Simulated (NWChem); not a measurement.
**Correlation energy of ClSn**

```
Sn
Cl 1 2.3941
```
Charge 0, spin multiplicity 2.

Program: NWChem. Structure: optimised with UPBE0/def2-SVP with def2 effective core potentials on Sn, a minimum by its harmonic frequencies.

Basis set: def2-TZVP. Each correlation energy counts from its own Hartree-Fock reference.

Effective core potentials replace the inner electrons of Sn; spin-orbit coupling is left out. The correlated methods keep 9 core orbitals frozen. This spin state was chosen for the runs; another may lie lower. The structure started from a generated list of species. The unpaired electrons of the parent sit in orbitals of symmetry b2 (C2v labels of the run); other states weren't searched. The stability of the SCF solutions was not checked. Open-shell Hartree-Fock references start from PBE0 orbitals. No row is a measurement; the coupled-cluster row has its own basis-set and correlation limits.

### Question
For the correlation energy, UMP2 gives -464.9 mHa and SCS-UMP2 gives -431.1 mHa. What do CCSD on ROHF, CCSD[T] on ROHF, CCSD(T) on ROHF give?

### Answer
CCSD on ROHF: -479.7 mHa; CCSD[T] on ROHF: -497.3 mHa; CCSD(T) on ROHF: -496.5 mHa.
